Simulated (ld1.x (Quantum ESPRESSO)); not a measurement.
Transferability test, TM potential for nitrogen (N)

N (Z = 7), norm-conserving Troullier–Martins (Kleinman–Bylander form), made with ld1.x (Quantum ESPRESSO) 7.5 (PBE, scalar-relativistic). Core [He], reference 2s1.75 2p3.25. Waves: 2s (bound): rc 0.80 bohr; 2p (bound): rc 2.20 bohr; 3d channel at 0.5 Ry: rc 2.52 bohr. Local part: all-electron potential smoothed inside 1.40 bohr (lloc = -1). Core correction: none.

Energies are relative to the spin-unpolarised reference configuration 2s1.75 2p3.25; without spin polarisation the order of configurations can differ from experiment.

```tsv
valence configuration	charge	ΔE all-electron (eV)	error AE − PS (meV)
2s2 2p3	0	-2.874	-0.5
2s2 2p2	+1	10.717	+89
2s2 2p1	+2	39.571	+620
2s1 2p0	+4	164.472	+3799
2s0 2p5	0	20.167	-31
```

Problem. What are ΔE and the potential's error for 2s2 2p3.3?

Solution. ΔE = -4.493 eV all-electron; the error (AE − PS) is -4.4 meV.

Problem. What are ΔE and the potential's error for 2s2 2p0?

Solution. ΔE = 86.653 eV all-electron; the error (AE − PS) is +2341 meV.
